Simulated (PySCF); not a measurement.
## `CS(=O)(=O)c1ccc[se]1`, C$_{5}$H$_{6}$O$_{2}$SSe

Geometry (Å), atoms numbered from 1 in this order:
```xyz
15

C    -2.279    0.695    0.561
S    -1.531   -0.610   -0.451
O    -1.867   -0.368   -1.831
O    -1.859   -1.882    0.127
C     0.207   -0.306   -0.362
C     1.118   -0.552    0.617
C     2.429   -0.146    0.279
C     2.543    0.418   -0.955
Se    0.926    0.480   -1.867
H    -1.979    1.651    0.153
H    -3.354    0.576    0.505
H    -1.936    0.570    1.580
H     0.857   -1.021    1.550
H     3.265   -0.279    0.945
H     3.455    0.782   -1.392
```

Computed with TDDFT BHandHLYP/def2-SVPD excited states, vertical, gas phase in PySCF. Geometry: GFN2-xTB.

The calculation is non-relativistic, which matters for the atoms heavier than Zn.

Q: Give the one- and two-photon strengths of the lowest singlets.

A: δ for parallel linear polarisation; σ at the peak of a Lorentzian of half width 0.1 eV, single beam; Ω is circular over linear.
| state | E (eV) | f | photon λ (nm) | δ (au) | σ (GM) | Ω | main |
| --- | --- | --- | --- | --- | --- | --- | --- |
| S1 | 5.29 | 0.113 | 469 | 33 | 0.34 | 0.88 | HOMO→LUMO 0.61, HOMO−1→LUMO 0.32 |
| S2 | 5.43 | 0.143 | 457 | 5.21 | 0.06 | 1.49 | HOMO−1→LUMO 0.62, HOMO→LUMO 0.32 |
| S3 | 5.78 | 0.002 | 429 | 7.81 | 0.10 | 1.49 | HOMO→LUMO+1 0.71, HOMO→LUMO+4 0.15 |
| S4 | 6.22 | 0.002 | 398 | 2.49 | 0.04 | 1.50 | HOMO−1→LUMO+1 0.74, HOMO−1→LUMO+4 0.13 |
| S5 | 6.60 | 0.003 | 376 | 5.39 | 0.09 | 1.19 | HOMO−2→LUMO 0.91 |

Among these, the strongest one-photon state is S2, the strongest two-photon state S1, with a dipole change of 1.0 D (relaxed, norm of the difference vector).
